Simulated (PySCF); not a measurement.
**Basis and Hamiltonian dependence of the ionisation energy of B⁺**

B⁺ [He] 2s2 (1S) → B²⁺ [He] 2s1 (2S). All values are computed (PySCF 2.14, energy differences of UHF-based or UKS calculations, no spin-orbit coupling). Values in eV.

```
                                                            basis       Hamiltonian  functions     UHF     LDA    PBE0  MP2 (valence)  CCSD(T) (valence)  CCSD(T) (valence and next inner shell)
                                                       cc-pVDZ-DK     spin-free X2C         14  23.494  24.581  24.614         24.378             25.086                                     n/a
                                                      aug-cc-pVDZ  non-relativistic         23  23.492  24.581  24.615         24.381             25.089                                     n/a
                                                     ANO-RCC-VTZP     spin-free X2C         30  23.455  24.559  24.572         24.431             25.093                                  25.100
                                                     x2c-TZVPPall     spin-free X2C         31  23.447  24.550  24.563         24.412             25.065                                  25.060
                                                      def2-TZVPPD  non-relativistic         37  23.441  24.544  24.557         24.406             25.059                                  25.055
                                                   aug-cc-pVTZ-DK     spin-free X2C         46  23.448  24.552  24.562         24.428             25.075                                     n/a
                                                      aug-cc-pVTZ  non-relativistic         46  23.442  24.546  24.555         24.422             25.070                                     n/a
                                                    aug-cc-pwCVTZ  non-relativistic         59  23.442  24.554  24.563         24.455             25.092                                  25.122
                                                  aug-cc-pCVTZ-DK     spin-free X2C         59  23.449  24.560  24.571         24.449             25.089                                  25.114
x2c-QZVPPall with one added diffuse shell each of s, p, d, f type     spin-free X2C         73  23.449  24.560  24.567         24.473             25.100                                  25.103
                                                      dyall-acv3z     spin-free X2C         76  23.449  24.560  24.568         24.474             25.109                                  25.137
                                                      dyall-acv3z  non-relativistic         76  23.443  24.554  24.562         24.468             25.103                                  25.131
                                                    aug-cc-pwCVQZ  non-relativistic        109  23.443  24.554  24.561         24.489                n/a                                  25.142
                                                  aug-cc-pCVQZ-DK     spin-free X2C        109  23.449  24.560  24.567         24.492                n/a                                     n/a
```

Extrapolation of CCSD(T) (valence and next inner shell) from aug-cc-pwCVTZ and aug-cc-pwCVQZ: the correlation parts are 1.680 and 1.699 eV; with the X⁻³ form and unrounded values, (4³ × 1.699 − 3³ × 1.680)/(4³ − 3³) = 1.713 eV, and adding the Hartree-Fock value 23.443 eV of the larger basis gives 25.156 eV.

Extrapolation of MP2 (valence) from aug-cc-pCVTZ-DK and aug-cc-pCVQZ-DK: the correlation parts are 1.001 and 1.043 eV; with the X⁻³ form and unrounded values, (4³ × 1.043 − 3³ × 1.001)/(4³ − 3³) = 1.074 eV, and adding the Hartree-Fock value 23.449 eV of the larger basis gives 24.523 eV.

Frozen in the all-electron rows: valence: 1s2; valence and next inner shell: nothing.

Reference for a calculation without spin-orbit coupling: 25.155 eV (measured, between term centres; NIST).
